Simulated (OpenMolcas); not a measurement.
Ti2+: moving the ligands

Ti2+ with 4 ligands (bromide) in tetrahedral coordination (Td) at 2.64 Å. A charge of +0.5 e stands 3.2 Å behind each ligand. Ligand basis ANO-RCC-VDZP.

```
Program             : OpenMolcas 26.06
Method              : SS-CASPT2, IPEA 0.25 Eh, imaginary shift 0.1 Eh (closed shells correlated: 3s 3p and the ligand valence shells)
Basis               : ANO-RCC-VDZP [5s4p2d1f]
Scalar Hamiltonian  : DKH2, point nucleus
Active space        : 2 electrons in 5 orbitals (3d)
State averaging     : 2S+1 = 3 even, 10 roots; 2S+1 = 1 even, 15 roots
Spin-orbit coupling : state interaction with AMFI integrals over the reference wave functions
```

Runs around this geometry, states (labels of Td). Energies in cm-1 above the lowest state or level, χT in cm3 K/mol.

```csv
R (Å),Ground state,First state of that spin,First gap with spin-orbit (degeneracies),χT at 300 K,First state of another spin
2.5,3A2,3T2 3060,"3060 (3, 2)",1.045,1E 7740
2.64,3A2,3T2 2120,"2110 (3, 1)",1.069,1E 7830
2.71,3A2,3T2 2210,"2190 (3, 1)",1.068,1E 7830
```

Roots that are degenerate in the reference are averaged as groups; the widest CASPT2 spread within a group is 480 cm-1 (the 3-fold group of multiplicity 1 near 14600 cm-1 above the lowest state of its run, R = 2.5). Shifts and gaps below about the spread of the groups concerned are not significant. Over all roots computed the reference weight is 0.74 to 0.77 in R = 2.5, 0.75 to 0.77 in R = 2.64, 0.75 to 0.77 in R = 2.71; a low but even weight reflects the number of correlated electrons. Ligand-to-metal charge-transfer states are missing. These CASPT2 states fit no ligand-field parameters well, so their order and spin gaps are uncertain. With no ligand orbital active B as a rule stays too high, so bands that hang on it stand too high and its fall with covalency is understated. With one d shell and no ligand orbital active, 10Dq can be off by tens of per cent for divalent 3d ions, low with halides held by bare charges and at times high in hosts. Free-ion shares, where given, are those of the reference states; single-state CASPT2 does not remix them (holds for R = 2.64; R = 2.71). No measured value stands beside these numbers; the geometry is a model, was not optimised and need not be the one that this ion takes.
